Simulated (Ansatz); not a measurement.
```yaml
crystal:
  periodic: [false, false, false]
  atoms:
    - {symbol: C, position_ang: [-2.078132, -1.156535, 0.655150]}
    - {symbol: N, position_ang: [-1.027942, -0.328197, 0.179104]}
    - {symbol: Nb, position_ang: [0.176054, 0.691066, -0.550248]}
    - {symbol: C, position_ang: [1.845562, -0.653524, -0.805195]}
    - {symbol: N, position_ang: [0.657697, 1.949406, 0.873596]}
    - {symbol: Cl, position_ang: [-0.486108, 1.587064, -2.600376]}
    - {symbol: H, position_ang: [-2.942179, -1.124595, -0.016806]}
    - {symbol: H, position_ang: [-2.406753, -0.830914, 1.648145]}
    - {symbol: H, position_ang: [-1.743599, -2.196318, 0.734691]}
    - {symbol: H, position_ang: [2.715423, -0.101818, -1.182584]}
    - {symbol: H, position_ang: [1.570189, -1.411386, -1.548258]}
    - {symbol: H, position_ang: [2.130153, -1.169112, 0.114281]}
    - {symbol: H, position_ang: [1.294624, 2.721777, 0.718794]}
    - {symbol: H, position_ang: [0.281912, 1.993985, 1.808308]}
basis:
  gaussian: {orbitals: "6-311G**"}
hamiltonian: {xc: {name: B97}}
```

```sh
$ ansatz run in.yaml --threads 2 --pin off --events-out ev --progress --plain --max-ram 20480MiB --backend cpu
```

**Question.** How does Ansatz answer? (An estimate is asked.)

**Answer.** Ansatz gave: The program refused the input.
```
Error: <dir> can't be read: No such file or directory (os error 2)
```
